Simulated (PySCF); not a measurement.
**Correlation energy of V (vanadium, neutral)**

[Ar] 3d3 4s2, high-spin 4F determinant. All numbers are calculated (PySCF 2.14, the spin-free X2C one-electron Hamiltonian (Gaussian nucleus), in x2c-TZVPPall (6s5p4d2f1g, 64 functions)). Frozen: [Ne]; 13 electrons correlated.

```json
{"level": "CCSD", "correlation energy (mhartree)": "-366.30"}
{"level": "(T)", "correlation energy (mhartree)": "-11.09"}
{"level": "CCSD(T)", "correlation energy (mhartree)": "-377.39"}
```

Diagnostics: T1 = 0.020, D1 = 0.0797, largest double amplitude 0.113.

Is a single reference adequate?

Mostly. T1 lies below 0.03, but a double amplitude of this size points to a near-degeneracy that CCSD handles and MP2 describes poorly.

This basis was not built for core-valence correlation, so the inner-shell part is incomplete.
